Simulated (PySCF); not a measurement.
PySCF input:

```python
from pyscf import gto, scf, dft

mol = gto.M(
    atom='''
    Ba   -0.01060137    0.50276458    0.12137069
    Cl    1.80171731   -0.38564381   -1.87680956
    Cl   -1.76679514   -1.27052188    1.47700023
    ''',
    basis='def2-tzvpd',
    ecp='def2-tzvp',
    charge=-1,
    spin=1,
    verbose=4,
)

mf = dft.UKS(mol, xc='tpss').density_fit(auxbasis='def2-universal-jkfit')
mf.grids.level = 3
mf.conv_tol = 1e-9
mf.max_cycle = 100
mf.max_memory = 1500
mf.kernel()
if not mf.converged:
    mf = mf.newton()
    mf.kernel(mf.make_rdm1())
for _ in range(2):
    mo, _, stable, _ = mf.stability(return_status=True)
    if stable:
        break
    mf.kernel(mf.make_rdm1(mo, mf.mo_occ))
mf.analyze()
```

**Question.** Predict the final energy.

**Answer.** -946.19005 Eh (TPSS/def2-TZVPD).
